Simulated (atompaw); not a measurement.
# Logarithmic derivatives: Cl, PAW (atompaw)

| Property | Result |
| --- | --- |
| Element | Cl |
| Generator | atompaw 4.2.0.5 |
| Type | PAW |
| Functional | PBE |
| Relativity | non-relativistic |
| Frozen core | [Ne] |
| Valence charge | 7 |
| Reference configuration | 3s2 3p3 (charge +2) |
| Partial waves | 3s (bound): rc 1.35 bohr; 3s channel at -2.8 Ry: rc 1.35 bohr; 3p (bound): rc 1.35 bohr; 3p channel at -0.35 Ry: rc 1.25 bohr |
| Local potential | bessel scheme, radius 1.15 bohr |
| Core correction | smooth core density matched at 1.00 bohr |
| Augmentation charge | besselshape compensation charge, radius 1.10 bohr; PAW radius 1.35 bohr; waves and projectors: custom rrkj gramschmidtortho |

The phase is arctan(r·u′/u) with u = r·R(r), unwrapped; energies in Ry, scanned from -5 to 5 Ry. A pole is an energy at which the radial function vanishes at the test radius. The pseudo phase is shifted by a multiple of π to meet the all-electron one at the reference energy, and phase errors are pseudo minus all-electron; the curves can meet again beyond the range given. Levels narrower than the energy grid can be missing from the lists of poles.

For each channel, where are the poles, and over which energies does the pseudopotential scatter like the atom?

```
channel  radius (bohr)  reference energy (Ry)  poles, all-electron  poles, pseudo  unbroken range about the reference energy with phases within 0.05 rad  phase error 1 Ry above the reference energy (rad)
      s           1.35                  -3.29                 3.83           3.75                                                        the whole range                                             -0.000
      p           1.35                  -2.33                 4.82           4.78                                                        the whole range                                             -0.000
```

Phases in the p channel:

```csv
E (Ry),all-electron,pseudo
-5.00,0.978,0.977
-4.52,0.900,0.899
-4.04,0.795,0.795
-3.56,0.652,0.652
-3.08,0.451,0.451
-2.60,0.178,0.178
-2.12,-0.153,-0.153
-1.64,-0.484,-0.485
-1.16,-0.756,-0.756
-0.68,-0.957,-0.957
-0.20,-1.100,-1.101
0.28,-1.205,-1.205
0.76,-1.284,-1.284
1.24,-1.344,-1.345
1.72,-1.393,-1.393
2.20,-1.433,-1.433
2.68,-1.466,-1.466
3.16,-1.495,-1.495
3.64,-1.520,-1.520
4.12,-1.542,-1.543
4.60,-1.562,-1.563
```
